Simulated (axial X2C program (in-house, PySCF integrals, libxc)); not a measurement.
## KI⁺: from the spin-free to the two-component result

Calculated with an in-house relativistic program for diatomic molecules. Spin-free means the one-electron spin-free X2C Hamiltonian; two-component (2c) means X2C with spin–orbit coupling and atomic mean-field two-electron Coulomb and Gaunt terms, so the difference of the two also holds small scalar two-electron terms. Basis: I dyall-cv3z [11s12p8d4f1g], K dyall-cv3z [11s12p6d3f] (cores contracted in-house); Gaussian nuclei, density fitting, unrestricted open shells. Masses: I 126.904 u, K 38.964 u.

Spin-free state: M_S = 1/2, Λ = 1 (beyond evenly filled blocks: π+α, π+β, π-α); fragments I + K+.

```csv
level,Re (Å),ωe (cm⁻¹),De (eV),μ (D)
PBE0,3.547,84.8,0.250,11.07
HF,3.708,72.4,0.100,11.98
MP2,3.552,85.8,0.273,n/a
LDA,3.403,99.9,0.378,10.32
```

Correlated methods: 15 electrons correlated (number of frozen shells: I 4 s, 3 p, 2 d; K 2 s, 1 p), 287 virtual spin orbitals or spinors in MP2.

Dipoles are positive if K is the positive end and refer to the centre of mass.

Q: Within this multiplet, which Ω should lie lowest by the rule for regular and inverted multiplets?

A: The open π shell holds three electrons, one hole, so the multiplet is inverted: Ω = Λ + 1/2 = 3/2. The PBE0 2c search agrees.

Two-component determinant lowest at the distance of the search:

Ω = 3/2 (⟨Sz⟩ = 0.50, ⟨Lz⟩ = 1.00 at HF); fragments I + K+.

```json
{"level": "PBE0", "Re (Å)": "3.550", "ωe (cm⁻¹)": "84.9", "De (eV)": "0.296", "μ (D)": "11.06"}
{"level": "HF", "Re (Å)": "3.710", "ωe (cm⁻¹)": "72.6", "De (eV)": "0.099", "μ (D)": "11.97"}
{"level": "MP2", "Re (Å)": "3.554", "ωe (cm⁻¹)": "85.8", "De (eV)": "0.291", "μ (D)": "n/a"}
{"level": "LDA", "Re (Å)": "3.407", "ωe (cm⁻¹)": "99.7", "De (eV)": "0.384", "μ (D)": "10.32"}
```

Q: From the two tables, how do the constants change at the MP2 level (2c against spin-free)?

A: At the MP2 level Re increases by 0.002 Å and ωe is unchanged to within 0.2 cm⁻¹; De changes by 0.018 eV.

Occupations by symmetry block were frozen at the best pattern of an incomplete PBE0 search. De is counted from the lowest determinant-based energies of the atoms at the same level, without counterpoise correction. Density functionals use the spin component along the axis (collinear). PBE0 can misorder states that lie within some tenths of an eV, so this need not be the ground state of the molecule. The nearest other spin-free determinant of the search, M_S = 1/2, Λ = 0, lies 0.29 eV up at the distance of the search. Without a current term, density functionals place determinants with orbital angular momentum somewhat too high. The atomic limit has a lower orbital projection than the molecule and lies lower at mean-field level, so De may be about a tenth of an eV too small.
